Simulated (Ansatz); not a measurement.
C₂H₁₀N₂Si, SMILES `NCC[SiH2]N`. The species carries charge 0 and has multiplicity 1. The geometry is a stationary point of PBE0-D4/def2-TZVP. It is one conformer, not always the lowest.

```xyz
15

N     1.163    2.100    0.879
C     0.367    1.190    0.067
C     0.005   -0.062    0.846
Si   -1.123   -1.248   -0.072
N    -0.517   -1.905   -1.542
H     1.429    2.919    0.345
H     2.021    1.646    1.169
H    -0.549    1.718   -0.220
H     0.863    0.896   -0.873
H     0.917   -0.603    1.130
H    -0.486    0.224    1.784
H    -2.378   -0.523   -0.417
H    -1.420   -2.390    0.836
H    -0.501   -1.359   -2.387
H     0.207   -2.604   -1.544
```

Problem. What is the dipole moment at PBE/def2-TZVPP? (An estimate is asked.)

Solution. The calculation gave: 2.48 D, with components (2.00, 0.02, -1.47) D in this frame, pointing from negative to positive charge.

Problem. And with r2SCAN, B3LYP, ωB97M-V? (Best estimate.)

Solution. Computed: r2SCAN 2.51 D, B3LYP 2.48 D, ωB97M-V 2.52 D.

Problem. Give the Mulliken charges with PBE, B3LYP, r2SCAN in def2-TZVPP. (Best estimate.)

Solution. The calculation gave: 
```tsv
atom	PBE	B3LYP	r2SCAN
N1	-0.33	-0.33	-0.36
C2	-0.07	-0.05	0.05
C3	-0.17	-0.19	-0.15
Si4	0.29	0.38	0.40
N5	-0.39	-0.41	-0.46
H6	0.13	0.12	0.12
H7	0.13	0.12	0.13
H8	0.08	0.08	0.04
H9	0.06	0.06	0.02
H10	0.06	0.05	0.03
H11	0.08	0.08	0.06
H12	-0.08	-0.09	-0.09
H13	-0.07	-0.09	-0.09
H14	0.15	0.13	0.15
H15	0.14	0.13	0.15
```

B3LYP here is the variant with VWN-RPA as its local correlation; programs differ in this.
